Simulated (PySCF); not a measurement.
Compound: C4H8F2Si.
SMILES with atom numbers: `[F:1][C@@H:2]1[CH2:3][SiH2:4][C@@H:5]([F:6])[CH2:7]1` (hydrogens: H8 on C2; H9, H10 on C3; H11, H12 on Si4; H13 on C5; H14, H15 on C7)

Structure used (PBE0-D3(BJ)/def2-SVP), in Å, numbered top down from 1:
```
atom  x, y, z in Å
F1    -1.2191   -1.8193    0.6777
C2    -0.6461   -0.5689    0.7217
C3    -1.6004    0.5016    0.2000
Si4   -0.4547    1.9247   -0.3165
C5     1.1550    0.8790   -0.1435
F6     1.7273    1.1684    1.0938
C7     0.6280   -0.5446   -0.1180
H8    -0.3842   -0.3620    1.7743
H9    -2.3823    0.7633    0.9268
H10   -2.1018    0.1010   -0.6970
H11   -0.7132    2.3890   -1.7129
H12   -0.4482    3.0929    0.6091
H13    1.9266    1.0207   -0.9165
H14    1.3845   -1.2477    0.2642
H15    0.3697   -0.8563   -1.1459
```

Method: core-valence-separated Tamm–Dancoff BHandHLYP/aug-pcX-1 (pcseg-1 on H, def2-SVPD on Si) in PySCF, non-relativistic, gas phase, PBE0-D3(BJ)/def2-SVP geometry. The energies are unshifted.

(1) List the fluorine K-edge absorption lines.

(2) What does the C 1s absorption edge look like?

Results:

(1) 
| E (eV) | f | core hole on | main final orbital |
| --- | --- | --- | --- |
| 684.75 | 0.0310 | F6 | LUMO+5 (39 %) |
| 685.46 | 0.0280 | F1 | spread |
| 686.31 | 0.0052 | F6 | LUMO (54 %) |
| 686.35 | 0.0046 | F1 | LUMO+1 (47 %) |
| 686.82 | 0.0019 | F6 | LUMO+1 (36 %) |
| 687.03 | 0.0026 | F1 | LUMO+2 (41 %) |
| 687.09 | 0.0023 | F1 | LUMO+3 (41 %) |
| 687.15 | 0.0012 | F6 | LUMO+3 (36 %) |
| 687.37 | 0.0033 | F6 | LUMO+4 (65 %) |
| 687.53 | 0.0018 | F6 | LUMO+2 (31 %) |
| 687.55 | 0.0014 | F1 | LUMO+6 (33 %) |

The first line with a tenth or more of the strongest one's intensity is at 684.75 eV (f = 0.031), with the hole on F6 (alkyl fluorine). It is also the strongest listed.

(2) 
```
E (eV)       f  core hole on  main final orbital
285.34  0.0107            C3       LUMO+1 (41 %)
285.62  0.0168            C3              spread
285.82  0.0215            C3              spread
285.84  0.0188            C7       LUMO+1 (45 %)
286.19  0.0513            C5       LUMO+5 (32 %)
286.32  0.0201            C7       LUMO+2 (30 %)
286.39  0.0149            C3       LUMO+2 (32 %)
286.65  0.0176            C7       LUMO+4 (33 %)
286.68  0.0071            C3              spread
286.97  0.0037            C7       LUMO+5 (39 %)
287.07  0.0060            C3       LUMO+6 (33 %)
287.29  0.0550            C2              spread
287.32  0.0007            C3              spread
287.35  0.0006            C7       LUMO+3 (39 %)
287.44  0.0041            C3       LUMO+7 (62 %)
287.50  0.0130            C5         LUMO (54 %)
287.54  0.0022            C7              spread
287.73  0.0322            C5       LUMO+1 (41 %)
```

The first line with a tenth or more of the strongest one's intensity is at 285.34 eV (f = 0.011), with the hole on C3 (sp3 carbon bound to silicon). The strongest listed is at 287.29 eV (f = 0.055; C2).

Roots within 0.03 eV whose holes lie on the same, on equivalent or on shared atoms are summed into one line, and the highest roots are left out, as the search may have cut off their partners. Final orbitals are the ground state's empty Kohn–Sham orbitals.

What is the summed oscillator strength of the listed F K lines, and their intensity-weighted mean energy?

Σf = 0.083 over 11 lines from 684.75 to 687.55 eV; the weighted mean is 685.60 eV. The strongest line holds 37 % of the sum.

The list ends where the root search ended, not at a threshold.

One conformer stands for the species.
